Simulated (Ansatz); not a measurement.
`BN([SiH3])[SiH2]Cl` + `N=CCl` → `[SiH3]/N=C/Cl` + `BN[SiH2]Cl` at 400 K and 1 bar (ligand exchange at the Si–N bond).

Isolated molecules relaxed with PBE0-D4/def2-TZVP in Ansatz; ΔE leaves out vibrations. CCSD(T)/CBS adds triple-zeta CCSD(T) − MP2 to the extrapolated MP2 energy (def2 sets, frozen cores). This one scheme is used for every species. One conformer a species, not always the lowest.

| species | CCSD(T)/CBS energy (Eh) | H − E (kJ/mol) | S (J/(mol·K)) |
| --- | --- | --- | --- |
| `BN([SiH3])[SiH2]Cl` | -1121.76437 | 229.3 | 419.1 |
| `N=CCl` | -553.70684 | 99.7 | 275.2 |
| `[SiH3]/N=C/Cl` | -844.00397 | 149.3 | 344.1 |
| `BN[SiH2]Cl` | -831.46864 | 179.9 | 353.2 |

H − E and S are ideal-gas, rigid-rotor, harmonic terms from PBE0-D4/def2-TZVP, for one conformer and one mirror image of each species. 1 Eh = 2625.50 kJ/mol, R = 8.31446 J/(mol·K).

By hand: ΔE, ΔH, ΔS and ΔG.

ΔE = (-844.00397) + (-831.46864) − (-1121.76437) − (-553.70684) = -0.00140 Eh = -3.7 kJ/mol. Δ(H − E) = 149.3 + 179.9 − 229.3 − 99.7 = 0.2, so ΔH = -3.5 kJ/mol. ΔS = 344.1 + 353.2 − 419.1 − 275.2 = 3.0 J/(mol·K). ΔG = -3.5 − 400 × (3.0)/1000 = -4.7 kJ/mol.

By hand: the equilibrium constant, and the temperature at which ΔG would vanish if ΔH and ΔS stayed fixed.

log₁₀ K = −ΔG/(RT ln 10) = 0.6. ΔH and −TΔS have one sign here, so there is no such temperature.

TΔS isn't small against ΔH here. The sign of ΔG lies within the doubt. A doubt of 5 kJ/mol in ΔE shifts log₁₀ K by 0.7 here. Other conformers and mirror images would add mixing entropy, several J/(mol·K) or more a flexible species. Modes under 60 cm⁻¹, often nearly free rotors, make the harmonic entropy too high. These are equilibria of isolated gas molecules and say nothing of rates. Largest T1 diagnostic: 0.013 (customary marks: 0.02 for closed shells, 0.045 for open ones).

ΔS is within the doubt of such terms, so its sign, and with it that verdict, could turn.
